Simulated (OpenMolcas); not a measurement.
Multiplet structure of Ni2+

```json
{"Program": "OpenMolcas", "Method": "MS-CASPT2, IPEA 0.25 Eh, imaginary shift 0.1 Eh (closed shells correlated: 3s 3p)", "Basis": "ANO-RCC-VQZP [7s6p4d3f2g1h]", "Scalar Hamiltonian": "DKH2, point nucleus", "Active space": "8 electrons in 6 orbitals (3d 4s)", "State averaging": "2S+1 = 3 even, 55 roots; 2S+1 = 5 even, 10 roots kept (CI in the orbitals of an earlier block); 2S+1 = 1 even, 50 roots kept (CI in the orbitals of an earlier block)", "Spin-orbit coupling": "RASSI with atomic mean-field integrals over the reference wave functions, term energies averaged over their components"}
```

Spin-free terms above the lowest, with the occupations of the reference:

```
Configuration   Term  E (cm⁻¹)      Occupations
          3d⁸     ³F       0.0          3d 8.00
          3d⁸     ¹D     12210          3d 8.00
          3d⁸     ³P     15560          3d 8.00
          3d⁸     ¹G     21440          3d 8.00
          3d⁸     ¹S     50080          3d 8.00
       3d⁷ 4s     ⁵F     52760  3d 7.00 4s 1.00
       3d⁷ 4s  ³F(1)     59330  3d 7.00 4s 1.00
       3d⁷ 4s     ⁵P     69860  3d 7.00 4s 1.00
       3d⁷ 4s     ³G     73210  3d 7.00 4s 1.00
       3d⁷ 4s     ¹G     76540  3d 7.00 4s 1.00
       3d⁷ 4s  ³P(1)     76550  3d 7.00 4s 1.00
       3d⁷ 4s  ³P(2)     76620  3d 7.00 4s 1.00
       3d⁷ 4s     ¹P     80120  3d 7.00 4s 1.00
       3d⁷ 4s     ³H     80190  3d 7.00 4s 1.00
       3d⁷ 4s     ³D     80480  3d 7.00 4s 1.00
       3d⁷ 4s     ¹H     83450  3d 7.00 4s 1.00
       3d⁷ 4s     ¹D     83790  3d 7.00 4s 1.00
```

With spin-orbit coupling, above the lowest level:

```csv
Configuration,Term,J,E (cm⁻¹),Measured (cm⁻¹),Term weight %,Second
3d⁸,³F,4,0.0,0.0,100,
3d⁸,³F,3,1461,1361,100,
3d⁸,³F,2,2430,2270,99,
3d⁸,¹D,2,13090,14032,90,9 ³P
3d⁸,³P,2,16640,16662,91,9 ¹D
3d⁸,³P,1,17020,16978,100,
3d⁸,³P,0,17290,17231,100,
3d⁸,¹G,4,22560,23109,100,
3d⁸,¹S,0,51270,52532,100,
3d⁷ 4s,⁵F,5,52720,53704,100,
3d⁷ 4s,⁵F,4,53620,54658,99,
3d⁷ 4s,⁵F,3,54340,55406,100,
3d⁷ 4s,⁵F,2,54870,55952,100,
3d⁷ 4s,⁵F,1,55220,56308,100,
3d⁷ 4s,³F(1),4,59500,,99,
3d⁷ 4s,³F(1),3,60720,,99,
3d⁷ 4s,³F(1),2,61560,,99,
3d⁷ 4s,⁵P,3,70580,71067,100,
3d⁷ 4s,⁵P,2,70860,71384,96,4 ³P(2)
3d⁷ 4s,⁵P,1,71340,71842,98,2 ³P(2)
3d⁷ 4s,³G,5,73790,75124,98,
3d⁷ 4s,³G,4,74280,75647,96,2 ¹G
3d⁷ 4s,³G,3,74850,76237,100,
3d⁷ 4s,³P(1),2,76900,,49,45 ³P(2)
3d⁷ 4s,³P(1),1,77120,,54,33 ³P(2)
3d⁷ 4s,³P(2),0,77290,,53,47 ³P(1)
3d⁷ 4s,¹G,4,77600,79250,94,3 ³G
3d⁷ 4s,³P(1),2,77790,,50,44 ³P(2)
3d⁷ 4s,³P(2),1,78310,79749,59,36 ³P(1)
3d⁷ 4s,³P(1),0,79160,,53,47 ³P(2)
3d⁷ 4s,¹P,1,80880,84604,58,30 ³D
3d⁷ 4s,³H,6,80930,81687,100,
3d⁷ 4s,³D,3,81210,,100,
3d⁷ 4s,³H,5,81390,82194,97,2 ¹H
3d⁷ 4s,³H,4,81960,82826,96,4 ¹G
3d⁷ 4s,³D,2,81990,,90,6 ¹D
3d⁷ 4s,³D,1,83310,,65,31 ¹P
3d⁷ 4s,¹H,5,84670,85834,97,
3d⁷ 4s,¹D,2,85250,86646,93,4 ³D
```

Against the 27 measured excited levels shown (Corliss and Sugar, J. Phys. Chem. Ref. Data 10, 197 (1981)) the mean absolute deviation is 960 cm-1; the largest miss in energy is 3d⁷ 4s ¹P₁ [58 %]: computed 80880, measured 84604 cm⁻¹ (-4.4 %), and the largest in proportion 3d⁸ ³F₃ (+7.4 %).

Spin-orbit coupling puts the lowest level 1102 cm⁻¹ below the lowest spin-free term.

For ³F the intervals divided by the larger J are -321.3, -365.4 cm-1. Landé's interval rule makes them equal in pure LS coupling; they differ by 13 % of their mean. The multiplet is inverted.

CASPT2 breaks the degeneracy within a term, and the mean is taken; among the terms shown or strongly mixed into the levels shown the widest spread is 2300 cm-1 (3d⁸ ³F). Some levels mix across a computed gap that differs much from the measured one, so their mixing is not that of the real levels. Terms from blocks run as CI alone lack orbitals of their own. A single d shell beside an s shell can misplace configurations of different d count against each other. The CASPT2 spread within a term exceeds the gap to the next term for 3d⁷ 4s ¹G and 3d⁷ 4s ³P(1), 3d⁷ 4s ¹P and 3d⁷ 4s ³H, 3d⁷ 4s ³H and 3d⁷ 4s ³D and others, so the order of their levels is uncertain. Measured partners are found by configuration, term and J. A level has none where our copy of the source lacks it or the pairing is in doubt (some pairs that miss far off the trend of their configuration count as doubtful), and it then counts in no deviation. Only configurations of the active space appear. The first state left out of the spin-orbit step lies near 110000 cm-1 above the lowest spin-free state of the reference (among the parities and spins computed), and the list stops at four fifths of that energy or lower.

The CASPT2 steps took 89 s on 1 thread of Arm Neoverse V1 (shared host); the integral step is not counted.

The term weight is that of the spin-free term in the level, not the purity of its configuration. A share in square brackets marks a mixed level and gives the weight of the term that names it. A number in round brackets counts repeated terms of one configuration in the order of the reference energies.
